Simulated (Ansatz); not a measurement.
CH$_{2}$FInSe, SMILES `F[C](=[Se])[InH2]`, relaxed with RKS PBE0-D4/def2-TZVP in the Gaussian-basis code of Ansatz from a PBE-D4/def2-SVP geometry. The force threshold is 0.005 eV/Å; the program also tests the step.

Total charge 0; spin multiplicity 1. In: def2 effective core potential.

Start:

```xyz
6

F     0.090   -0.672   -2.253
C    -0.194   -0.563   -0.963
Se   -1.362   -1.659   -0.154
In    0.387    0.711    0.736
H    -0.631    2.088    0.970
H     1.710    0.096    1.663
```

(1) By how much does the energy fall, and how many steps does the optimiser take? (An estimate is asked.)

(2) Which bonds change most? (Estimate.)

(3) Give the relaxed structure. (Best estimate.)

Results:

(1) The calculation gave: 0.54 kcal/mol, in 5 steps.

(2) Computed: C2–In4 from 2.202 to 2.175 Å; In4–H5 from 1.729 to 1.707 Å; In4–H6 from 1.729 to 1.707 Å.

(3) Computed: 
```xyz
6

F     0.089   -0.670   -2.233
C    -0.188   -0.552   -0.953
Se   -1.341   -1.630   -0.148
In    0.372    0.694    0.739
H    -0.624    2.063    0.956
H     1.693    0.095    1.639
```
